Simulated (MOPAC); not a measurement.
MOPAC input (PM7):

```
PM7 1SCF CHARGE=-1 GEO-OK AUX(PRECISION=9) THREADS=1
C5H9O

C    -2.63274300 1   -0.29139100 1   -0.22177700 1
C    -1.15382300 1   -0.42222100 1   -0.58585400 1
C    -0.32048600 1    0.82129700 1   -0.22804800 1
C     1.14692300 1    0.68901400 1   -0.51043000 1
C     1.96995200 1   -0.05611000 1    0.30528600 1
O     1.66995000 1   -0.69651100 1    1.35820200 1
H    -2.75174800 1   -0.11854300 1    0.85211200 1
H    -3.20515400 1   -1.18889600 1   -0.47895200 1
H    -3.09433100 1    0.55660100 1   -0.74030300 1
H    -0.70970100 1   -1.27046700 1   -0.06003600 1
H    -1.04969500 1   -0.62414000 1   -1.65806000 1
H    -0.47126600 1    1.00442900 1    0.84611700 1
H    -0.74492400 1    1.68815600 1   -0.75628500 1
H     1.56674600 1    1.15765700 1   -1.39521900 1
H     3.04153600 1   -0.07624100 1   -0.03005400 1
```

From the output:

```
                                                       MOPAC v23.2.5 Linux

          FINAL HEAT OF FORMATION =        -63.14628 KCAL/MOL =    -264.20403 KJ/MOL

          COSMO AREA              =        137.27 SQUARE ANGSTROMS
          COSMO VOLUME            =        125.73 CUBIC ANGSTROMS

          IONIZATION POTENTIAL    =          2.517320 EV
          HOMO LUMO ENERGIES (EV) =         -2.517  7.619
          NO. OF FILLED LEVELS    =         18
          MOLECULAR WEIGHT        =         85.1255         POINT GROUP:  C1

          MOLECULAR DIMENSIONS (Angstroms)

            Atom       Atom       Distance
            H    15    H     8     6.36087
            O     6    H    13     3.40060
            H    12    H    11     2.85690

          SCF CALCULATIONS        =          1

   ATOM   CHEMICAL          X               Y               Z
  NUMBER   SYMBOL      (ANGSTROMS)     (ANGSTROMS)     (ANGSTROMS)

     1       C         -2.63274300  *  -0.29139100  *  -0.22177700  *
     2       C         -1.15382300  *  -0.42222100  *  -0.58585400  *
     3       C         -0.32048600  *   0.82129700  *  -0.22804800  *
     4       C          1.14692300  *   0.68901400  *  -0.51043000  *
     5       C          1.96995200  *  -0.05611000  *   0.30528600  *
     6       O          1.66995000  *  -0.69651100  *   1.35820200  *
     7       H         -2.75174800  *  -0.11854300  *   0.85211200  *
     8       H         -3.20515400  *  -1.18889600  *  -0.47895200  *
     9       H         -3.09433100  *   0.55660100  *  -0.74030300  *
    10       H         -0.70970100  *  -1.27046700  *  -0.06003600  *
    11       H         -1.04969500  *  -0.62414000  *  -1.65806000  *
    12       H         -0.47126600  *   1.00442900  *   0.84611700  *
    13       H         -0.74492400  *   1.68815600  *  -0.75628500  *
    14       H          1.56674600  *   1.15765700  *  -1.39521900  *
    15       H          3.04153600  *  -0.07624100  *  -0.03005400  *

                             CARTESIAN COORDINATES

   1    C       -2.632743000    -0.291391000    -0.221777000
   2    C       -1.153823000    -0.422221000    -0.585854000
   3    C       -0.320486000     0.821297000    -0.228048000
   4    C        1.146923000     0.689014000    -0.510430000
   5    C        1.969952000    -0.056110000     0.305286000
   6    O        1.669950000    -0.696511000     1.358202000
   7    H       -2.751748000    -0.118543000     0.852112000
   8    H       -3.205154000    -1.188896000    -0.478952000
   9    H       -3.094331000     0.556601000    -0.740303000
  10    H       -0.709701000    -1.270467000    -0.060036000
  11    H       -1.049695000    -0.624140000    -1.658060000
  12    H       -0.471266000     1.004429000     0.846117000
  13    H       -0.744924000     1.688156000    -0.756285000
  14    H        1.566746000     1.157657000    -1.395219000
  15    H        3.041536000    -0.076241000    -0.030054000

           Empirical Formula: C5 H9 O  =    15 atoms

      MOLECULAR POINT GROUP   :   C1

                  EIGENVALUES
 -24.17350 -22.31543 -20.28770 -17.90189 -15.84818 -12.48995 -11.91564 -10.51264
 -10.35580  -9.48147  -8.50064  -7.86679  -7.67168  -6.90981  -6.75149  -6.33463
  -3.64703  -2.51732   7.61853   8.38915   8.97131   9.20688   9.54103  10.27222
  10.30999  10.50374  10.72342  11.06339  11.30634  11.55877  11.70281  12.18138
  12.60628

              NET ATOMIC CHARGES AND DIPOLE CONTRIBUTIONS

  ATOM NO.   TYPE          CHARGE      No. of ELECS.   s-Pop       p-Pop
    1          C          -0.444955        4.4450     1.05288     3.39208
    2          C          -0.267290        4.2673     1.05435     3.21294
    3          C          -0.157449        4.1574     1.04020     3.11725
    4          C          -0.664707        4.6647     1.04676     3.61794
    5          C           0.356980        3.6430     1.09006     2.55296
    6          O          -0.778917        6.7789     1.89357     4.88534
    7          H           0.134018        0.8660     0.86598
    8          H           0.112713        0.8873     0.88729
    9          H           0.118711        0.8813     0.88129
   10          H           0.154900        0.8451     0.84510
   11          H           0.112050        0.8880     0.88795
   12          H           0.117580        0.8824     0.88242
   13          H           0.078411        0.9216     0.92159
   14          H           0.108905        0.8911     0.89110
   15          H           0.019051        0.9809     0.98095
 DIPOLE           X         Y         Z       TOTAL
 POINT-CHG.    -4.580     0.909    -2.949     5.522
 HYBRID        -0.465    -0.175     0.075     0.503
 SUM           -5.045     0.734    -2.873     5.852

          ATOMIC ORBITAL ELECTRON POPULATIONS

     Atom    s        px        py        pz
    1  C   1.05288   1.09424   1.13953   1.15831
    2  C   1.05435   0.94990   1.13535   1.12769
    3  C   1.04020   1.01117   0.99107   1.11501
    4  C   1.04676   1.01437   1.39540   1.20818
    5  C   1.09006   0.94833   0.79280   0.81182
    6  O   1.89357   1.90496   1.58545   1.39493
    7  H   0.86598
    8  H   0.88729
    9  H   0.88129
   10  H   0.84510
   11  H   0.88795
   12  H   0.88242
   13  H   0.92159
   14  H   0.89110
   15  H   0.98095

 **********************
 *                    *
 * JOB ENDED NORMALLY *
 *                    *
 **********************

 == MOPAC DONE ==
```

The dipole moment of an ion depends on the origin.

The geometry given is a B3LYP-D3(BJ)/def2-TZVP minimum.
